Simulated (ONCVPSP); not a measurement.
**PBE ONCV dataset for B, scalar-relativistic all-electron reference.**

B, optimised norm-conserving Vanderbilt (ONCV), made with ONCVPSP 4.0.1 (PBE, scalar-relativistic). Core [He], reference 2s2 2p1. Waves: 2s: rc 1.05 bohr, ncon 4, nbas 7, qcut 5.8 1/bohr, 2 projectors, debl 1.2 Ha; 2p: rc 4.00 bohr, ncon 3, nbas 7, qcut 3.3 1/bohr, 2 projectors, debl 2.9 Ha. Local part: polynomial inside 0.80 bohr (lpopt 4, dvloc0 3 Ha). Core correction: Teter function, fcfact 2, rcfact 1.45.

All-electron outer shells of the reference configuration (PBE, scalar-relativistic, ld1.x):

```
shell  level (eV)  outermost node (bohr)  outermost maximum (bohr)
   1s     -180.59                      –                      0.21
   2s       -9.44                   0.46                      1.52
   2p       -3.61                      –                      1.57
```

**Question.** Estimate the cutoffs (Ha) at which the residual kinetic energy of the hardest occupied pseudo-wave falls to 1 and 0.1 mHa per electron.

**Answer.** 12 Ha and 96 Ha.

**Question.** Does the potential have ghost states?

**Answer.** Ghosts flagged at negative energy: s at -130.3 eV; GHOST(+) flagged for p at 59.5 eV. A true bound ghost makes a file unfit for plane-wave use.

**Question.** Which valence shell sets the plane-wave cutoff?

**Answer.** 2s: 12 Ha for 1 mHa per electron, against 4 Ha for 2p.

**Question.** Tests: 2s2 2p0; 2s1 2p0; 2s2 2p0.5; 2s1 2p1. Which has the largest error in its energy relative to the reference configuration, and how large is it?

**Answer.** 2s1 2p0, with +876 meV (all-electron minus pseudo) on +33.64 eV.
